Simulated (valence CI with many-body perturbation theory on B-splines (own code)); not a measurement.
## Sensitivity of CI+MBPT for Tc²¹⁺

Calculated by valence CI with perturbative core correlation (CI+MBPT): four valence electrons over a frozen Dirac-Fock core [Ar], a basis of 6 s, 6 p, 5 d, 5 f, 1 g functions for each j, with the one-electron correlation potential Σ1, the two-electron term Σ2, the three-electron term Σ3, Breit, model QED; selected CI, second order for the rest (own B-spline code, finite nucleus).

No measured spectrum was set against this ion. As an estimate, terms of the open shell hold to 2 to 4 % of their energy, and close levels can change places. Only levels of the ground parity were solved; by the run's estimate the other parity begins above the list, which can be wrong where configurations are misplaced.

The reference run has the lowest level 3d⁴ ⁵D_0 and an ionisation energy of 967.607 eV. Its largest variational space holds 7880 state functions.

Names give the largest LS component (configuration and term), which can be under half, so a name can repeat, a term be missing and a line seem to break the LS rules; names also repeat where a configuration has a term twice. Letters in brackets count levels of one name in rising energy.

Changed runs:
A. hole-hole ladder in Σ2 on → off
B. size limit of the variational space 10000 → 3000
C. lowest core n in screening and Σ2 1 → 1
D. start configuration 3d4 → 3s4 (bad on purpose)

Excitation energies of the reference run in cm⁻¹, and shifts in cm⁻¹:

| Level | Reference | A | B | C |
| --- | --- | --- | --- | --- |
| 3d⁴ ⁵D_1 | 12586 | -1105 | +16 | 0 |
| 3d⁴ ⁵D_2 | 25018 | -1587 | +64 | 0 |
| 3d⁴ ⁵D_3 | 35816 | -1640 | +68 | 0 |
| 3d⁴ ⁵D_4 | 44439 | -1365 | +76 | 0 |
| 3d⁴ ³P_0 | 75775 | +4364 | 0 | 0 |
| 3d⁴ ³H_4 | 84414 | -2729 | +194 | 0 |
| 3d⁴ ³G_3 | 101466 | -338 | +169 | 0 |
| 3d⁴ ³H_5 | 103141 | -4139 | +10 | 0 |
| 3d⁴ ³P_1 | 103413 | +4158 | +19 | 0 |
| 3d⁴ ³F_2 | 105479 | +2197 | +146 | 0 |
| 3d⁴ ³H_6 | 111356 | -4952 | +0.4 | 0 |
| 3d⁴ ³G_4 [a] | 120959 | -1656 | +178 | 0 |
| Ionisation energy (eV) | 967.607 | -0.602 | +3.1e-05 | 0 |

No effect on these energies: C.

Run D: It gave no result: a shell was given more electrons than it holds. The program said: "a valence shell holds more than 4l+2 electrons".
